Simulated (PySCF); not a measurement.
**Ce²⁸⁺: ionisation energy**

Ce²⁸⁺ [Ar] 3d10 4s2 → Ce²⁹⁺ [Ar] 3d10 4s1 [4s1/2^1, M_J = 1/2], as a difference of total energies. Computed with PySCF 2.14 in an even-tempered Gaussian basis (17 s from 2.4 bohr⁻², ratio 2.8; 13 p from 3.1 bohr⁻², ratio 2.8; 8 d from 5.6 bohr⁻², ratio 2.8; 4 f from 14 bohr⁻², ratio 3), with the two-component X2C-1e Hamiltonian. Correlated levels: [Ne] frozen; the 74 highest virtual spinors dropped. "Screened" scales the spin-orbit matrix elements by Boettger's factors to mimic the two-electron term; Breit and QED terms are absent.

| method | ionisation energy (eV) |
| --- | --- |
| GHF (spin-free) | 1052.4 |
| GMP2 (spin-free) | 1054.9 |
| GHF (screened spin-orbit) | 1052.3 |
| GMP2 (screened spin-orbit) | 1054.9 |

**Question.** How much does correlation contribute at GMP2 (screened spin-orbit)?

**Answer.** 1054.9 − (1052.3) = 2.6 eV, measured against GHF (screened spin-orbit).

Breit and QED terms and the two-electron picture change are absent.

For comparison: 1060 ± 4 eV (theoretical estimate listed by NIST; NIST Atomic Spectra Database, ionization energies).
